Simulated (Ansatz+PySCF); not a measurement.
Two shapes of singlet CdCl2.

Shape 1:

```xyz
3

Cl    0.0000    0.0000   -2.2765
Cd    0.0000    0.0000    0.0000
Cl    0.0000    0.0000    2.2765
```

Shape 2:

```xyz
3

Cl    0.0000    0.0000   -2.0944
Cd    0.0000    0.0000    0.0000
Cl    0.0000    0.0000    2.0944
```

Basis set: def2-SVP (spherical functions, with the set's core potentials past Kr). Left uncorrelated: 10 orbitals. Charge 0, multiplicity 1.

Computed with Ansatz (development build ahead of 0.2.0); each method stands on the lowest determinant of its kind that the runs found.

(1) Which shape is lower in energy, and by how much in each method?

Answers

(1)

```tsv
method	E(2) − E(1) (eV)
RHF	0.911
UHF	0.911
RHF-MP2	0.616
UHF-MP2	0.616
RHF-CCSD(T)	0.714
```

Shape 1 is lower.
